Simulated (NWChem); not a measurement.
System: CH3BF2S; SMILES S(B(F)F)C

Here is an NWChem input.

```
start job
memory heap 200 mb stack 900 mb global 1100 mb
geometry units angstroms noautoz
  B      0.030597    -0.844207     0.000000
  F     -0.692121    -1.963451     0.000000
  F      1.361977    -0.950845     0.000000
  S     -0.804684     0.754862     0.000000
  C      0.632203     1.895027     0.000000
  H      1.251123     1.750823     0.904511
  H      0.219074     2.920260     0.000000
  H      1.251123     1.750823    -0.904511
end
basis spherical
  * library def2-svp
end
dft
  xc slater vwn_5
  iterations 150
end
tddft
  nroots 8
  notriplet
end
task tddft energy
```

Excerpt of the output:

```
             Northwest Computational Chemistry Package (NWChem) 7.3.0
             --------------------------------------------------------

 CS  symmetry detected

                             Geometry "geometry" -> ""
                             -------------------------

 Output coordinates in angstroms (scale by  1.889725989 to convert to a.u.)

  No.       Tag          Charge          X              Y              Z
 ---- ---------------- ---------- -------------- -------------- --------------
    1 B                    5.0000     0.03989838    -0.83187822     0.00000000
    2 F                    9.0000    -0.67529956    -1.95594243     0.00000000
    3 F                    9.0000     1.37196340    -0.92958778     0.00000000
    4 S                   16.0000    -0.80608458     0.76155481     0.00000000
    5 C                    6.0000     0.62312605     1.91132760     0.00000000
    6 H                    1.0000     1.24299893     1.77127630     0.90451100
    7 H                    1.0000     0.20313280     2.93376779     0.00000000
    8 H                    1.0000     1.24299893     1.77127630    -0.90451100

 Effective nuclear repulsion energy (a.u.)     213.7004343646

      Symmetry information
      --------------------

 Group name             Cs
 Group number              2
 Group order               2
 No. of unique centers     7

                                 NWChem DFT Module
                                 -----------------

 Summary of "ao basis" -> "ao basis" (spherical)
 ------------------------------------------------------------------------------
       Tag                 Description            Shells   Functions and Types
 ---------------- ------------------------------  ------  ---------------------
 B                          def2-svp                 6       14   3s2p1d
 F                          def2-svp                 6       14   3s2p1d
 S                          def2-svp                 8       18   4s3p1d
 C                          def2-svp                 6       14   3s2p1d
 H                          def2-svp                 3        5   2s1p

      Symmetry analysis of basis
      --------------------------

        a'         62
        a"         27

            General Information
            -------------------
          SCF calculation type: DFT
          Wavefunction type:  closed shell.
          No. of atoms     :     8
          No. of electrons :    48
           Alpha electrons :    24
            Beta electrons :    24
          Charge           :     0
          Spin multiplicity:     1
          Use of symmetry is: off; symmetry adaption is: on
          Maximum number of iterations: 150
          AO basis - number of functions:    89
                     number of shells:    41
          Convergence on energy requested:  1.00D-06
          Convergence on density requested:  1.00D-05
          Convergence on gradient requested:  5.00D-04

              XC Information
              --------------
                        Slater Exchange Functional  1.000 local
                      VWN V Correlation Functional  1.000 local

             Grid Information
             ----------------
          Grid used for XC integration:  medium
          Radial quadrature: Mura-Knowles
          Angular quadrature: Lebedev.
          Tag              B.-S. Rad. Rad. Pts. Rad. Cut. Ang. Pts.
          ---              ---------- --------- --------- ---------
          B                   0.85       49          10.0       434
          F                   0.50       49          12.0       434
          S                   1.00       88           8.0       590
          C                   0.70       49          10.0       434
          H                   0.35       45          11.0       434
          Grid pruning is: on
          Number of quadrature shells:   419
          Spatial weights used:  Erf1

      Superposition of Atomic Density Guess
      -------------------------------------

 Sum of atomic energies:        -659.55898340

      Non-variational initial energy
      ------------------------------

 Total energy =    -661.221290
 1-e energy   =   -1336.795200
 2-e energy   =     461.873476
 HOMO         =      -0.303076
 LUMO         =       0.066142

      Symmetry analysis of molecular orbitals - initial
      -------------------------------------------------

  Numbering of irreducible representations:

     1 a'          2 a"

  Orbital symmetries:

     1 a'          2 a'          3 a'          4 a'          5 a'
     6 a'          7 a'          8 a'          9 a"         10 a'
    11 a'         12 a'         13 a'         14 a'         15 a'
    16 a'         17 a"         18 a"         19 a'         20 a'
    21 a"         22 a'         23 a'         24 a"         25 a'
    26 a"         27 a'         28 a'         29 a'         30 a"
    31 a'         32 a'         33 a'         34 a"

 !! scf_movecs_sym_adapt:   10 vectors were symmetry contaminated

  Symmetry fudging

   convergence    iter        energy       DeltaE   RMS-Dens  Diis-err
 ---------------- ----- ----------------- --------- --------- ---------
 d= 0,ls=0.0,diis     1   -659.0584961044 -8.73D+02  1.89D-02  1.40D+00

 !! scf_movecs_sym_adapt:   10 vectors were symmetry contaminated

  Symmetry fudging
 d= 0,ls=0.0,diis     2   -658.8761198346  1.82D-01  1.18D-02  3.43D+00

 !! scf_movecs_sym_adapt:   10 vectors were symmetry contaminated

  Symmetry fudging
 d= 0,ls=0.0,diis     3   -659.1758788381 -3.00D-01  2.39D-03  1.08D-01

 !! scf_movecs_sym_adapt:   12 vectors were symmetry contaminated

  Symmetry fudging
 d= 0,ls=0.0,diis     4   -659.1818326397 -5.95D-03  1.47D-03  2.04D-02

 !! scf_movecs_sym_adapt:    6 vectors were symmetry contaminated

  Symmetry fudging
 d= 0,ls=0.0,diis     5   -659.1841752521 -2.34D-03  3.94D-04  1.65D-03

 !! scf_movecs_sym_adapt:    2 vectors were symmetry contaminated

  Symmetry fudging
  Resetting Diis
 d= 0,ls=0.0,diis     6   -659.1844112878 -2.36D-04  6.07D-05  3.24D-05
 d= 0,ls=0.0,diis     7   -659.1844142755 -2.99D-06  5.54D-05  9.81D-06
 d= 0,ls=0.0,diis     8   -659.1844114508  2.82D-06  3.67D-05  4.13D-05
 d= 0,ls=0.0,diis     9   -659.1844152284 -3.78D-06  4.19D-06  1.82D-07
 d= 0,ls=0.0,diis    10   -659.1844152510 -2.26D-08  1.01D-06  1.23D-08

[...]

                                NWChem TDDFT Module
                                -------------------

            General Information
            -------------------
           No. of orbitals :     178
            Alpha orbitals :      89
             Beta orbitals :      89
        Alpha frozen cores :       0
         Beta frozen cores :       0
     Alpha frozen virtuals :       0
      Beta frozen virtuals :       0
         Spin multiplicity :       1
    Number of AO functions :      89
        Use of symmetry is : off
      Symmetry adaption is : on
         Schwarz screening :  0.10D-07

              XC Information
              --------------
                 Slater Exchange Functional   1.00 local
               VWN V Correlation Functional   1.00 local

             TDDFT Information
             -----------------
          Calculation type : TDDFT
         Wavefunction type : Restricted singlets
          No. of electrons :      48
           Alpha electrons :      24
            Beta electrons :      24
              No. of roots :       8
          Max subspacesize :    5600
            Max iterations :     100
               Target root :       1
           Target symmetry : none
      Symmetry restriction : off
                 Algorithm : Optimal
        Davidson threshold :  0.10D-03

    8 smallest eigenvalue differences (eV)
--------------------------------------------------------
  No. Spin  Occ  Vir  Irrep   E(Occ)    E(Vir)   E(Diff)
--------------------------------------------------------
    1    1   24   25 a'       -0.237    -0.029     5.653
    2    1   24   26 a"       -0.237    -0.013     6.091
    3    1   24   27 a"       -0.237     0.026     7.165
    4    1   23   25 a"       -0.293    -0.029     7.183
    5    1   23   26 a'       -0.293    -0.013     7.621
    6    1   24   28 a"       -0.237     0.069     8.338
    7    1   22   25 a"       -0.346    -0.029     8.621
    8    1   23   27 a'       -0.293     0.026     8.695
--------------------------------------------------------

  Entering Davidson iterations
  Restricted singlet excited states

  Iter   NTrls   NConv    DeltaV     DeltaE      Time
  ----  ------  ------  ---------  ---------  ---------
    1      8       0     0.25E+00   0.10+100        3.3
    2     16       0     0.14E+00   0.21E-01        3.5
    3     32       0     0.61E-01   0.68E-02        4.7
    4     48       0     0.27E-01   0.12E-02        4.3
    5     64       0     0.99E-02   0.23E-03        4.6
    6     80       1     0.49E-02   0.39E-04        4.6
    7     94       3     0.24E-02   0.93E-05        4.7
    8    104       7     0.13E-02   0.15E-05        4.0
    9    106       7     0.65E-03   0.49E-06        3.0
   10    108       7     0.32E-03   0.91E-07        2.9
   11    110       7     0.14E-03   0.20E-07        2.7
   12    112       8     0.83E-04   0.44E-08        2.9
  ----  ------  ------  ---------  ---------  ---------
  Convergence criterion met

  Ground state a'       -659.184415251011 a.u.

  ----------------------------------------------------------------------------
  Root   1 singlet a"             0.233981310 a.u.                6.3670 eV
  ----------------------------------------------------------------------------
     Transition Moments    X  0.00000   Y  0.00000   Z -0.01455
     Dipole Oscillator Strength                    0.0000330009
     Electric Quadrupole                           0.0000000052
     Magnetic Dipole                               0.0000008117
     Total Oscillator Strength                     0.0000338178

     Occ.   23  a'  ---  Virt.   25  a"  -0.08532 X
     Occ.   24  a"  ---  Virt.   26  a'   0.98981 X
     Occ.   24  a"  ---  Virt.   27  a'  -0.09579 X
  ----------------------------------------------------------------------------
  Root   2 singlet a'             0.240576888 a.u.                6.5464 eV
  ----------------------------------------------------------------------------
     Transition Moments    X -0.16522   Y  0.86222   Z  0.00000
     Dipole Oscillator Strength                    0.1236119947
     Electric Quadrupole                           0.0000000148
     Magnetic Dipole                               0.0000003042
     Total Oscillator Strength                     0.1236123137

     Occ.   18  a"  ---  Virt.   25  a"   0.06428 X
     Occ.   23  a'  ---  Virt.   26  a'   0.14503 X
     Occ.   23  a'  ---  Virt.   27  a'  -0.08259 X
     Occ.   23  a'  ---  Virt.   28  a'   0.05149 X
     Occ.   23  a'  ---  Virt.   29  a'   0.06042 X
     Occ.   23  a'  ---  Virt.   31  a'  -0.06832 X
     Occ.   24  a"  ---  Virt.   25  a"  -0.97094 X
     Occ.   24  a"  ---  Virt.   25  a"   0.07112 Y
     Occ.   24  a"  ---  Virt.   30  a"   0.07964 X
  ----------------------------------------------------------------------------
  Root   3 singlet a"             0.268035400 a.u.                7.2936 eV
  ----------------------------------------------------------------------------
     Transition Moments    X -0.00000   Y  0.00000   Z  0.18969
     Dipole Oscillator Strength                    0.0064299168
     Electric Quadrupole                           0.0000000996
     Magnetic Dipole                               0.0000003129
     Total Oscillator Strength                     0.0064303293

     Occ.   23  a'  ---  Virt.   25  a"  -0.14636 X
     Occ.   24  a"  ---  Virt.   26  a'  -0.10561 X
     Occ.   24  a"  ---  Virt.   27  a'  -0.98085 X
     Occ.   24  a"  ---  Virt.   31  a'   0.05117 X
  ----------------------------------------------------------------------------
  Root   4 singlet a"             0.274421754 a.u.                7.4674 eV
  ----------------------------------------------------------------------------
     Transition Moments    X  0.00000   Y  0.00000   Z  0.20069
     Dipole Oscillator Strength                    0.0073683984
     Electric Quadrupole                           0.0000000971
     Magnetic Dipole                               0.0000016613
     Total Oscillator Strength                     0.0073701568

     Occ.   23  a'  ---  Virt.   25  a"   0.97978 X
     Occ.   24  a"  ---  Virt.   26  a'   0.06361 X
     Occ.   24  a"  ---  Virt.   27  a'  -0.15392 X
     Occ.   24  a"  ---  Virt.   28  a'  -0.06441 X
  ----------------------------------------------------------------------------
  Root   5 singlet a'             0.299983359 a.u.                8.1630 eV
  ----------------------------------------------------------------------------
     Transition Moments    X -0.18228   Y -0.43009   Z  0.00000
     Dipole Oscillator Strength                    0.0436376608
     Electric Quadrupole                           0.0000000541
     Magnetic Dipole                               0.0000021546
     Total Oscillator Strength                     0.0436398694

     Occ.   20  a"  ---  Virt.   25  a"   0.06396 X
     Occ.   21  a'  ---  Virt.   26  a'   0.06001 X
     Occ.   22  a'  ---  Virt.   26  a'  -0.15323 X
     Occ.   23  a'  ---  Virt.   26  a'   0.95770 X
     Occ.   23  a'  ---  Virt.   27  a'  -0.05536 X
     Occ.   23  a'  ---  Virt.   28  a'  -0.10619 X
     Occ.   23  a'  ---  Virt.   29  a'  -0.07749 X
     Occ.   23  a'  ---  Virt.   31  a'   0.07369 X
     Occ.   24  a"  ---  Virt.   25  a"   0.12766 X
  ----------------------------------------------------------------------------
  Root   6 singlet a"             0.308541172 a.u.                8.3958 eV
  ----------------------------------------------------------------------------
     Transition Moments    X -0.00000   Y -0.00000   Z  0.15249
     Dipole Oscillator Strength                    0.0047827361
     Electric Quadrupole                           0.0000000002
     Magnetic Dipole                               0.0000001573
     Total Oscillator Strength                     0.0047828937

     Occ.   22  a'  ---  Virt.   25  a"   0.12752 X
     Occ.   23  a'  ---  Virt.   25  a"   0.05198 X
     Occ.   24  a"  ---  Virt.   28  a'   0.98704 X
     Occ.   24  a"  ---  Virt.   29  a'  -0.05616 X
  ----------------------------------------------------------------------------
  Root   7 singlet a"             0.320922115 a.u.                8.7327 eV
  ----------------------------------------------------------------------------
     Transition Moments    X  0.00000   Y  0.00000   Z -0.08005
     Dipole Oscillator Strength                    0.0013711226
     Electric Quadrupole                           0.0000000020
     Magnetic Dipole                               0.0000006883
     Total Oscillator Strength                     0.0013718130

     Occ.   22  a'  ---  Virt.   25  a"   0.98868 X
     Occ.   24  a"  ---  Virt.   28  a'  -0.12026 X
  ----------------------------------------------------------------------------
  Root   8 singlet a"             0.324613097 a.u.                8.8332 eV
  ----------------------------------------------------------------------------
     Transition Moments    X -0.00000   Y -0.00000   Z  0.29936
     Dipole Oscillator Strength                    0.0193935115
     Electric Quadrupole                           0.0000002002
     Magnetic Dipole                               0.0000009027
     Total Oscillator Strength                     0.0193946144

     Occ.   24  a"  ---  Virt.   28  a'   0.05834 X
     Occ.   24  a"  ---  Virt.   29  a'   0.99333 X
     Occ.   24  a"  ---  Virt.   31  a'   0.05802 X

[...]
```

Level: LDA (Slater exchange, VWN5)/def2-SVP, full TDDFT. Geometry: optimised at PBE-D3(BJ)/def2-SVP.
